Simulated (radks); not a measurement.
Results of a calculation; reference values are marked as such.
Problem. All-electron atom: Xe2+ in [Kr] 4d10 5s2 5p4 (the NIST ground configuration). Code: a radial shooting solver on a logarithmic mesh with Libxc functionals. Model: scalar-relativistic Kohn-Sham, PBE, spin-polarised, spherical densities, finite nucleus; open shells are filled with parallel spins first (spin-orbit coupling, left out, can overturn this in heavy ions); Fermi nuclear charge, rms radius 4.7859 fm. Some entries of the table are withheld. Estimate them.

orbital,occ.,eigenvalue (eV),<1/r> (bohr^-1)
1s up,1,-34392.12,58.10
1s down,1,-34392.04,58.10
2s up,1,-5370.721,13.33
2s down,1,-5370.680,13.33
2p up,3,-4821.513,12.73
2p down,3,-4821.440,12.73
3s up,1,-1115.612,4.792
3s down,1,-1115.537,4.792
3p up,3,-938.2105,4.553
3p down,3,-938.1252,4.553
3d up,5,-675.1025,4.311
3d down,5,-675.0206,4.311
4s up,1,-218.8192,1.952
4s down,1,-218.6430,1.951
4p up,3,-162.6284,(1)
4p down,3,-162.4469,(2)
4d up,5,-80.7133,1.514
4d down,5,-80.4414,1.517
5s up,1,(3),0.7303
5s down,1,(4),0.7350
5p up,3,-27.3443,0.6185
5p down,1,-25.6863,0.6165

Solution. 
(1) 4p up <1/r> (bohr^-1): 1.791
(2) 4p down <1/r> (bohr^-1): 1.791
(3) 5s up eigenvalue (eV): -39.9911
(4) 5s down eigenvalue (eV): -38.3920
